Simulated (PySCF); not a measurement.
HS₂, SMILES S[S] (connectivity only; charge and spin as stated), charge -1, multiplicity 1. Geometry: B3LYP-D3(BJ)/def2-TZVPD. The spin state was assumed, not searched. The isomer is the one that the SMILES or the coordinates give; other isomers of the formula were not compared.

The numbers are results of B3LYP-D3(BJ)/def2-TZVPD run with PySCF, not measurements.

Harmonic wavenumbers (cm⁻¹): 462, 824, 2536. Rotational constants (GHz): 298.5, 6.945, 6.787; symmetry number 1.

Problem. Work out the zero-point energy and the ideal-gas rigid-rotor harmonic-oscillator thermochemistry at 298.15 K and 1 atm.

Solution. ZPE = ½ Σ hcν = ½ × 3822 cm⁻¹ = 22.86 kJ/mol. H − E(el) = 33.63 kJ/mol. Entropy in J/(mol K): translation 160.83, rotation 86.45, vibration 3.97, total 251.26. G − E(el) = -41.28 kJ/mol. Cp = 41.41 J/(mol K).
